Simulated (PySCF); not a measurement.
Isomers of C7H14P2.

All values: PBE0/pcSseg-1 (PySCF) at GFN2-xTB geometries, gas phase, one conformer each.

Question: Rank by dipole moment, highest first.
A. `[CH2:1]=[C:2]([CH3:3])[P:4]1[CH2:5][CH2:6][PH:7][CH2:8][CH2:9]1` with C1–C2–P4–C5 28°, C2–P4–C5–C6 166°, P4–C5–C6–P7 -69°, C5–C6–P7–C8 53°, C6–P7–C8–C9 -53°
B. `[CH2:1]=[CH:2][P:3]1[CH2:4][CH2:5][P:6]([CH3:7])[CH2:8][CH2:9]1` with C1–C2–P3–C4 34°, C2–P3–C4–C5 162°, P3–C4–C5–P6 -73°, C4–C5–P6–C7 165°, C5–P6–C8–C9 -65°
C. `[CH3:1][C:2]1=[CH:3][P:4]([P:5]([CH3:6])[CH3:7])[CH2:8][CH2:9]1` with C3–P4–P5–C6 175°, C2–C3–P4–P5 85°, C3–P4–C8–C9 21°, P4–C8–C9–C2 -26°, C1–C2–C9–C8 -163°
D. `[CH3:1][CH2:2][P:3]([PH2:4])[C:5]1=[CH:6][CH2:7][CH2:8][CH2:9]1` with C1–C2–P3–P4 -173°, C2–P3–P4–H -92° and 175°, C2–P3–C5–C6 137°, C5–C6–C7–C8 -13°, C6–C7–C8–C9 20°, C7–C8–C9–C5 -20°, P3–C5–C9–C8 -166°
E. `[CH2:1]=[CH:2][P:3]1(=[CH2:4])[CH2:5][CH2:6][PH:7][CH2:8][CH2:9]1` with C1–C2–P3–C4 -94°, C2–P3–C5–C6 164°, P3–C5–C6–P7 -70°, C5–C6–P7–C8 70°, C6–P7–C8–C9 -70°
F. `[CH2:1]=[CH:2]/[P:3]=[P:4]\[C:5]([CH3:6])([CH3:7])[CH2:8][CH3:9]` with C1–C2–P3–P4 -118°, P3–P4–C5–C6 50°, P4–C5–C8–C9 -67°

Answer: F (2.95 D), E (1.95 D), A (1.46 D), D (1.17 D), C (1.00 D), B (0.43 D).

Question: Rank by LUMO energy, lowest first.
A. `[CH2:1]=[CH:2][CH2:3][P:4]([CH2:5][PH2:6])[CH:7]1[CH2:8][CH2:9]1` with C1–C2–C3–P4 111°, C2–C3–P4–C5 -73°, C3–P4–C5–P6 -177°, P4–C5–P6–H 50° and -42°, C3–P4–C7–C8 -155°
B. `[CH3:1][C:2]#[C:3][P:4]([CH3:5])[CH2:6][P:7]([CH3:8])[CH3:9]` with C3–P4–C6–P7 171°, P4–C6–P7–C8 73°
C. `[CH2:1]=[CH:2]/[P:3]=[P:4]\[C:5]([CH3:6])([CH3:7])[CH2:8][CH3:9]` with C1–C2–P3–P4 -118°, P3–P4–C5–C6 50°, P4–C5–C8–C9 -67°
D. `[CH2:1]=[CH:2][P:3]1[CH2:4][CH2:5][P:6]([CH3:7])[CH2:8][CH2:9]1` with C1–C2–P3–C4 34°, C2–P3–C4–C5 162°, P3–C4–C5–P6 -73°, C4–C5–P6–C7 165°, C5–P6–C8–C9 -65°
E. `[CH2:1]=[CH:2][P:3]1(=[CH2:4])[CH2:5][CH2:6][PH:7][CH2:8][CH2:9]1` with C1–C2–P3–C4 -94°, C2–P3–C5–C6 164°, P3–C5–C6–P7 -70°, C5–C6–P7–C8 70°, C6–P7–C8–C9 -70°
F. `[CH3:1][CH2:2][P:3]([PH2:4])[C:5]1=[CH:6][CH2:7][CH2:8][CH2:9]1` with C1–C2–P3–P4 -173°, C2–P3–P4–H -92° and 175°, C2–P3–C5–C6 137°, C5–C6–C7–C8 -13°, C6–C7–C8–C9 20°, C7–C8–C9–C5 -20°, P3–C5–C9–C8 -166°

Answer: C (-2.54 eV), E (-0.66 eV), F (-0.22 eV), D (-0.07 eV), A (0.15 eV), B (0.39 eV).

Question: Rank by HOMO energy, highest first.
A. `[CH3:1][C:2]1=[CH:3][P:4]([P:5]([CH3:6])[CH3:7])[CH2:8][CH2:9]1` with C3–P4–P5–C6 175°, C2–C3–P4–P5 85°, C3–P4–C8–C9 21°, P4–C8–C9–C2 -26°, C1–C2–C9–C8 -163°
B. `[CH3:1][P:2]([CH3:3])[PH:4][C:5]1=[CH:6][CH2:7][CH2:8][CH2:9]1` with C1–P2–P4–C5 81°, P2–P4–C5–C6 -113°, C5–C6–C7–C8 -12°, C6–C7–C8–C9 19°, C7–C8–C9–C5 -19°, P4–C5–C9–C8 -168°
C. `[CH3:1][C:2]#[C:3][P:4]([CH2:5][PH2:6])[CH:7]([CH3:8])[CH3:9]` with C3–P4–C5–P6 74°, P4–C5–P6–H -47° and 45°, C3–P4–C7–C8 171°
D. `[CH2:1]=[CH:2][CH2:3][P:4]([CH2:5][PH2:6])[CH:7]1[CH2:8][CH2:9]1` with C1–C2–C3–P4 111°, C2–C3–P4–C5 -73°, C3–P4–C5–P6 -177°, P4–C5–P6–H 50° and -42°, C3–P4–C7–C8 -155°
E. `[CH3:1][CH:2]([CH3:3])[C:4]1=[CH:5][CH2:6][P:7]([PH2:8])[CH2:9]1` with C1–C2–C4–C5 -104°, C6–P7–P8–H -88° and 180°, C4–C5–C6–P7 -16°, C5–C6–P7–P8 -75°, C6–P7–C9–C4 -22°, C2–C4–C9–P7 -161°
F. `[CH2:1]=[CH:2][P:3]1(=[CH2:4])[CH2:5][CH2:6][PH:7][CH2:8][CH2:9]1` with C1–C2–P3–C4 -94°, C2–P3–C5–C6 164°, P3–C5–C6–P7 -70°, C5–C6–P7–C8 70°, C6–P7–C8–C9 -70°

Answer: F (-5.23 eV), A (-5.81 eV), B (-6.05 eV), E (-6.32 eV), C (-6.57 eV), D (-6.81 eV).

All values together:

| SMILES | μ (D) | HOMO (eV) | LUMO (eV) | lowest IAO charge (e) | highest IAO charge (e) | lowest Hirshfeld charge (e) | highest Hirshfeld charge (e) |
| --- | --- | --- | --- | --- | --- | --- | --- |
| CC#CP(CP)C(C)C | 2.10 | -6.57 | 0.11 | -0.612 (C) | +0.535 (P) | -0.157 (C) | +0.179 (P) |
| C=CCP(CP)C1CC1 | 1.72 | -6.81 | 0.15 | -0.619 (C) | +0.494 (P) | -0.162 (C) | +0.161 (P) |
| CC1=CP(P(C)C)CC1 | 1.00 | -5.81 | -0.22 | -0.610 (C) | +0.303 (P) | -0.174 (C) | +0.098 (P) |
| C=CP1(=C)CCPCC1 | 1.95 | -5.23 | -0.66 | -0.928 (C) | +1.187 (P) | -0.316 (C) | +0.369 (P) |
| C=C/P=P\C(C)(C)CC | 2.95 | -6.92 | -2.54 | -0.419 (C) | +0.156 (H) | -0.129 (C) | +0.059 (P) |
| CC(C)C1=CCP(P)C1 | 0.98 | -6.32 | 0.27 | -0.446 (C) | +0.312 (P) | -0.120 (C) | +0.093 (P) |
| CCP(P)C1=CCCC1 | 1.17 | -6.22 | -0.22 | -0.427 (C) | +0.324 (P) | -0.122 (C) | +0.096 (P) |
| CC#CP(C)CP(C)C | 1.92 | -6.46 | 0.39 | -0.618 (C) | +0.558 (P) | -0.171 (C) | +0.179 (P) |
| C=C(C)P1CCPCC1 | 1.46 | -6.49 | 0.07 | -0.436 (C) | +0.484 (P) | -0.119 (C) | +0.149 (P) |
| C=C(C)/P=P\C(C)(C)C | 2.93 | -6.87 | -2.45 | -0.422 (C) | +0.162 (H) | -0.126 (C) | +0.050 (P/H) |
| CP(C)PC1=CCCC1 | 0.68 | -6.05 | -0.14 | -0.609 (C) | +0.324 (P) | -0.172 (C) | +0.108 (P) |
| C=CP1CCP(C)CC1 | 0.43 | -6.39 | -0.07 | -0.611 (C) | +0.499 (P) | -0.167 (C) | +0.147 (P) |

Conformers: `[CH3:1][C:2]#[C:3][P:4]([CH2:5][PH2:6])[CH:7]([CH3:8])[CH3:9]` with C3–P4–C5–P6 74°, P4–C5–P6–H -47° and 45°, C3–P4–C7–C8 171°; `[CH2:1]=[CH:2][CH2:3][P:4]([CH2:5][PH2:6])[CH:7]1[CH2:8][CH2:9]1` with C1–C2–C3–P4 111°, C2–C3–P4–C5 -73°, C3–P4–C5–P6 -177°, P4–C5–P6–H 50° and -42°, C3–P4–C7–C8 -155°; `[CH3:1][C:2]1=[CH:3][P:4]([P:5]([CH3:6])[CH3:7])[CH2:8][CH2:9]1` with C3–P4–P5–C6 175°, C2–C3–P4–P5 85°, C3–P4–C8–C9 21°, P4–C8–C9–C2 -26°, C1–C2–C9–C8 -163°; `[CH2:1]=[CH:2][P:3]1(=[CH2:4])[CH2:5][CH2:6][PH:7][CH2:8][CH2:9]1` with C1–C2–P3–C4 -94°, C2–P3–C5–C6 164°, P3–C5–C6–P7 -70°, C5–C6–P7–C8 70°, C6–P7–C8–C9 -70°; `[CH2:1]=[CH:2]/[P:3]=[P:4]\[C:5]([CH3:6])([CH3:7])[CH2:8][CH3:9]` with C1–C2–P3–P4 -118°, P3–P4–C5–C6 50°, P4–C5–C8–C9 -67°; `[CH3:1][CH:2]([CH3:3])[C:4]1=[CH:5][CH2:6][P:7]([PH2:8])[CH2:9]1` with C1–C2–C4–C5 -104°, C6–P7–P8–H -88° and 180°, C4–C5–C6–P7 -16°, C5–C6–P7–P8 -75°, C6–P7–C9–C4 -22°, C2–C4–C9–P7 -161°; `[CH3:1][CH2:2][P:3]([PH2:4])[C:5]1=[CH:6][CH2:7][CH2:8][CH2:9]1` with C1–C2–P3–P4 -173°, C2–P3–P4–H -92° and 175°, C2–P3–C5–C6 137°, C5–C6–C7–C8 -13°, C6–C7–C8–C9 20°, C7–C8–C9–C5 -20°, P3–C5–C9–C8 -166°; `[CH3:1][C:2]#[C:3][P:4]([CH3:5])[CH2:6][P:7]([CH3:8])[CH3:9]` with C3–P4–C6–P7 171°, P4–C6–P7–C8 73°; `[CH2:1]=[C:2]([CH3:3])[P:4]1[CH2:5][CH2:6][PH:7][CH2:8][CH2:9]1` with C1–C2–P4–C5 28°, C2–P4–C5–C6 166°, P4–C5–C6–P7 -69°, C5–C6–P7–C8 53°, C6–P7–C8–C9 -53°; `[CH2:1]=[C:2]([CH3:3])/[P:4]=[P:5]\[C:6]([CH3:7])([CH3:8])[CH3:9]` with C1–C2–P4–P5 -86°; `[CH3:1][P:2]([CH3:3])[PH:4][C:5]1=[CH:6][CH2:7][CH2:8][CH2:9]1` with C1–P2–P4–C5 81°, P2–P4–C5–C6 -113°, C5–C6–C7–C8 -12°, C6–C7–C8–C9 19°, C7–C8–C9–C5 -19°, P4–C5–C9–C8 -168°; `[CH2:1]=[CH:2][P:3]1[CH2:4][CH2:5][P:6]([CH3:7])[CH2:8][CH2:9]1` with C1–C2–P3–C4 34°, C2–P3–C4–C5 162°, P3–C4–C5–P6 -73°, C4–C5–P6–C7 165°, C5–P6–C8–C9 -65°.
